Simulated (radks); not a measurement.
Task: Se, 34 electrons, occupied as [Ar] 3d10 4s2 4p(up 3, down 1) (the NIST ground configuration). Calculated with a radial shooting solver on a logarithmic mesh with Libxc functionals: scalar-relativistic Kohn-Sham, SCAN, spin-polarised, spherical densities, finite nucleus; meta-GGA in the generalised Kohn-Sham scheme; Fermi nuclear charge, rms radius 4.14 fm. Some entries of the table are withheld. Estimate them.

orbital,occ.,eigenvalue (eV),r(max) (bohr)
1s up,1,-12538.52,0.02880
1s down,1,-12538.39,0.02880
2s up,1,-1621.289,0.1642
2s down,1,-1621.251,0.1643
2p up,3,-1423.605,0.1318
2p down,3,-1423.498,0.1318
3s up,1,-219.4397,0.5018
3s down,1,-219.3219,0.5019
3p up,3,-156.8108,(1)
3p down,3,-156.6619,(2)
3d up,5,-54.1217,0.4544
3d down,5,-53.8847,0.4544
4s up,1,-18.8337,1.521
4s down,1,-16.7151,1.498
4p up,3,-7.5299,1.803
4p down,1,-5.5691,1.818

Result: 
(1) 3p up r(max) (bohr): 0.5004
(2) 3p down r(max) (bohr): 0.5006
